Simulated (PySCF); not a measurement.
## SMILES O[C@@]12CCC=C[C@@H]1C2, C7H10O

Geometry:
```tsv
atom	x (Å)	y (Å)	z (Å)
O1	1.793	-1.514	0.679
C2	0.813	-0.699	0.108
C3	-0.559	-1.145	0.566
C4	-1.684	-0.230	0.079
C5	-1.348	1.219	0.266
C6	-0.103	1.673	0.226
C7	1.045	0.787	-0.026
C8	1.026	-0.118	-1.252
H9	2.661	-1.214	0.389
H10	-0.539	-1.152	1.659
H11	-0.732	-2.170	0.232
H12	-1.894	-0.423	-0.978
H13	-2.597	-0.470	0.628
H14	-2.174	1.893	0.437
H15	0.113	2.721	0.383
H16	2.012	1.183	0.262
H17	0.191	-0.030	-1.927
H18	1.969	-0.306	-1.746
```

Method: PySCF 2.14.0, TDDFT BHandHLYP/def2-SVPD circular dichroism and optical rotation, one conformer, gas phase. Geometry: GFN2-xTB.

States above about 7.5 eV (minus the energy of the highest occupied orbital) lie near or above the ionisation threshold and depend on the basis.

Question: What are the CIP labels of the stereocentres?

Answer: C2 R, C7 S.

Question: List the lowest 12 singlet excitations with oscillator and rotatory strengths.

Answer: Rotatory strengths R in 10⁻⁴⁰ esu² cm², velocity form and length form (origin at the centre of mass); f in length form.
```
state  E (eV)  λ (nm)      f  R (velocity)  R (length)                                  main
    1    6.21     200  0.122         +14.8        +7.4      HOMO→LUMO 0.83, HOMO→LUMO+1 0.10
    2    6.51     190  0.047         -38.1       -35.2    HOMO→LUMO+1 0.70, HOMO→LUMO+2 0.14
    3    6.74     184  0.009         -12.6       -11.5    HOMO→LUMO+2 0.60, HOMO−1→LUMO 0.21
    4    7.13     174  0.029         -12.0        -6.0    HOMO−1→LUMO 0.61, HOMO→LUMO+2 0.13
    5    7.29     170  0.006         +11.4       +12.1  HOMO→LUMO+3 0.40, HOMO−1→LUMO+1 0.36
    6    7.49     166  0.039         +55.5       +52.9  HOMO−1→LUMO+1 0.41, HOMO→LUMO+3 0.23
    7    7.64     162  0.006          -4.0        -6.1    HOMO→LUMO+4 0.51, HOMO→LUMO+5 0.16
    8    7.75     160  0.007          -9.1        -8.4    HOMO→LUMO+5 0.50, HOMO→LUMO+4 0.14
    9    8.02     155  0.014          -7.6        -7.9    HOMO→LUMO+6 0.50, HOMO→LUMO+7 0.16
   10    8.11     153  0.023          +5.8        +5.6  HOMO−1→LUMO+2 0.54, HOMO→LUMO+5 0.18
   11    8.23     151  0.011         -17.7       -17.9  HOMO→LUMO+8 0.36, HOMO−1→LUMO+3 0.18
   12    8.33     149  0.027         -14.7       -14.6    HOMO→LUMO+7 0.55, HOMO→LUMO+6 0.16
```

Among the states computed, the strongest CD band (largest |R|) is state 6. The largest dissymmetry factor in size, g = 4R/(D+G), with D and G the electric and magnetic dipole strengths, is +0.025 for state 5 (velocity form, f = 0.005), among bands with |R| over 0.5. The mirror image has the same energies and oscillator strengths and all R with the opposite sign.
